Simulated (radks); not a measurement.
Q: Isoelectronic series with 17 electrons, each ion in its NIST ground configuration. Calculated with a radial shooting solver on a logarithmic mesh with Libxc functionals: non-relativistic Kohn-Sham, r2SCAN, spin-polarised, spherical densities, point nucleus; open shells are filled with parallel spins first; meta-GGA in the generalised Kohn-Sham scheme. Total energies (hartree) and orbital eigenvalues (eV):

ion,configuration,E (hartree),3p down,3p up,3s down
Cl,[Ne] 3s2 3p5,-460.11872,-8.3022,-9.4653,-20.7404
Ar+,[Ne] 3s2 3p5,-526.92343,-21.8183,-23.2101,-36.7916
K2+,[Ne] 3s2 3p5,-598.55159,-38.8767,-40.4889,-56.4020
Sc4+,[Ne] 3s2 3p5,-756.22971,-82.9283,-84.9667,-105.5710
Ti5+,[Ne] 3s2 3p5,-842.26593,-109.7599,-112.0070,-134.9626
V6+,[Ne] 3s2 3p5,-933.09456,-139.7361,-142.1900,-167.4983
Cr7+,[Ne] 3s2 3p5,-1028.71279,-172.8300,-175.4892,-203.1510
Mn8+,[Ne] 3s2 3p5,-1129.11850,-209.0223,-211.8858,-241.9012
Fe9+,[Ne] 3s2 3p5,-1234.31006,-248.2987,-251.3658,-283.7349
Co10+,[Ne] 3s2 3p5,-1344.28620,-290.6487,-293.9186,-328.6412
Ni11+,[Ne] 3s2 3p5,-1459.04591,-336.0638,-339.5360,-376.6119
Cu12+,[Ne] 3s2 3p5,-1578.58837,-384.5375,-388.2117,-427.6405
Zn13+,[Ne] 3s2 3p5,-1702.91292,-436.0648,-439.9405,-481.7219
Ga14+,[Ne] 3s2 3p5,-1832.01901,-490.6412,-494.7183,-538.8519
Ge15+,[Ne] 3s2 3p5,-1965.90616,-548.2634,-552.5415,-599.0271
As16+,[Ne] 3s2 3p5,-2104.57400,-608.9286,-613.4075,-662.2446
Se17+,[Ne] 3s2 3p5,-2248.02221,-672.6343,-677.3139,-728.5022
Br18+,[Ne] 3s2 3p5,-2396.25049,-739.3786,-744.2587,-797.7979

Estimate the row of Ca3+ ([Ne] 3s2 3p5).

A: E (hartree) -674.98976; 3p down -59.2804; 3p up -61.1076; 3s down -79.3635.
